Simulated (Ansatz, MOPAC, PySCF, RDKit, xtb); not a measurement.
Complex: C2H4 (SMILES C=C) (first 6 atoms) with CH2O2 (SMILES O=CO); geometry from B3LYP-D3(BJ)/def2-TZVP, rigid monomers moved along the line of their centres of mass till C1···H11 is 3.23 Å.
(charge 0, multiplicity 1):
```xyz
11

C     -0.5815    -0.2437    -0.0160
C      0.6177     0.3200     0.0712
H     -0.8066    -1.1666     0.5048
H     -1.3733     0.1904    -0.6147
H      0.8555     1.2381    -0.4526
H      1.4055    -0.1268     0.6657
O      0.3135    -1.2372     4.2153
C     -0.1809    -0.2619     4.7099
O     -0.6343     0.8053     4.0437
H     -0.3267    -0.1183     5.7890
H     -0.4952     0.6570     3.0853
```

```
level                              interaction energy (kJ/mol)  cost
---------------------------------  ---------------------------  ----
MMFF94                                                    -7.0     -
AM1                                                       -1.2     -
PM6                                                       -3.1     -
GFN1-xTB                                                  -3.9     -
GFN2-xTB                                                  -5.7     -
HF/STO-3G (no counterpoise)                               -2.3     -
HF/6-31G* (no counterpoise)                               -9.8     -
HF/aug-cc-pVDZ                                            -6.9     -
PBE-D3(BJ)/def2-TZVPPD                                   -10.3    ×1
BP86/6-31G* (no counterpoise)                             -8.2     -
r2SCAN-D4/def2-TZVPPD                                     -9.7    ×2
B3LYP/3-21G (no counterpoise)                            -10.0     -
B3LYP/6-311+G** (no counterpoise)                         -6.8     -
B3LYP-D3(BJ)/def2-TZVPPD                                  -9.5    ×1
PBE0-D3(BJ)/def2-TZVPPD                                  -10.3    ×1
wB97X-V/def2-TZVPPD                                       -9.5    ×3
wB97M-V/def2-TZVPPD                                       -9.3    ×3
MP2/6-31G* (no counterpoise)                             -11.0     -
CCSD/aug-cc-pVDZ                                          -8.0     -
CCSD(T)/aug-cc-pVDZ                                       -8.5   ×10
```

The rows run from -11.0 (MP2/6-31G* (no counterpoise)) to -1.2 kJ/mol (AM1). In aug-cc-pVDZ the value moves HF -6.9, CCSD -8.0, CCSD(T) -8.5, a shift of -1.6 from HF to CCSD(T).

Counterpoise-corrected where a basis set is named; no monomer relaxation. Rows marked so take none.

Cores are frozen in the correlated methods. Rows in 3-21G, 6-311+G**, 6-31G*, STO-3G carry no dispersion term and start afresh at each structure (6-31G* with six Cartesian d functions). MP2/6-31G* freezes PySCF's default core. The state that AM1, PM6 reach isn't checked.

Codes used: Ansatz (Gaussian orbitals); MOPAC for AM1, PM6 (differences of heats of formation); PySCF for 3-21G rows, 6-311+G** rows, 6-31G* rows, STO-3G rows, the dispersion terms; RDKit for the force fields; xtb for the GFN methods. 

Costs are rough ratios of core time to PBE/def2-TZVPPD (about 8 s over the structures, on one shared machine); a dash marks a level with no comparable run of its own.

Ansatz is an electronic-structure program.
